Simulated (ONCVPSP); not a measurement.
**Pseudopotential generation for vanadium: ONCV, LDA (Perdew-Zunger), scalar-relativistic.**

| Item | Value |
| --- | --- |
| Element | V (Z = 23) |
| Generator | ONCVPSP 4.0.1 |
| Type | optimised norm-conserving Vanderbilt (ONCV) |
| Functional | LDA (Perdew-Zunger) |
| Relativity | scalar-relativistic |
| Frozen core | [Ne] |
| Valence charge | 13 |
| Reference configuration | 3s2 3p6 3d3 4s1.75 4p0.25 |
| Partial waves | 3s+4s: rc 1.85 bohr, ncon 4, nbas 7, qcut 6.6 1/bohr, 2 projectors; 3p+4p: rc 1.60 bohr, ncon 3, nbas 6, qcut 8.6 1/bohr, 2 projectors; 3d: rc 1.20 bohr, ncon 3, nbas 7, qcut 10.5 1/bohr, 2 projectors, debl 0.6 Ha |
| Local potential | polynomial inside 0.75 bohr (lpopt 1, dvloc0 1 Ha) |
| Core correction | none |

All-electron outer shells of the reference configuration (LDA (Perdew-Zunger), scalar-relativistic, ld1.x):

```json
{"shell": "2s", "level (eV)": "-601.44", "outermost node (bohr)": "0.09", "outermost maximum (bohr)": "0.26"}
{"shell": "2p", "level (eV)": "-503.19", "outermost node (bohr)": "–", "outermost maximum (bohr)": "0.21"}
{"shell": "3s", "level (eV)": "-70.20", "outermost node (bohr)": "0.38", "outermost maximum (bohr)": "0.82"}
{"shell": "3p", "level (eV)": "-44.32", "outermost node (bohr)": "0.35", "outermost maximum (bohr)": "0.84"}
{"shell": "3d", "level (eV)": "-5.73", "outermost node (bohr)": "–", "outermost maximum (bohr)": "0.88"}
{"shell": "4s", "level (eV)": "-5.08", "outermost node (bohr)": "1.17", "outermost maximum (bohr)": "2.72"}
{"shell": "4p", "level (eV)": "-1.72", "outermost node (bohr)": "1.30", "outermost maximum (bohr)": "3.59"}
```

Task: Does the generator finish with these settings?

Result: Yes, a potential is produced and its reference levels are reproduced.

Task: Estimate the cutoffs (Ha) at which the residual kinetic energy of the hardest occupied pseudo-wave falls to 1 and 0.1 mHa per electron.

Result: 47 Ha and 54 Ha.

Task: What does a ghost test show?

Result: No bound ghost flagged; no localised positive-energy state flagged.

Task: Which valence shell sets the plane-wave cutoff?

Result: 3d: 47 Ha for 1 mHa per electron, against 23 Ha for 3p.

Its largest configuration-test error is -0.6 meV (3s2 3p6 3d3 4s0 4p0). 1 of 4 tests not solved or not reliable.
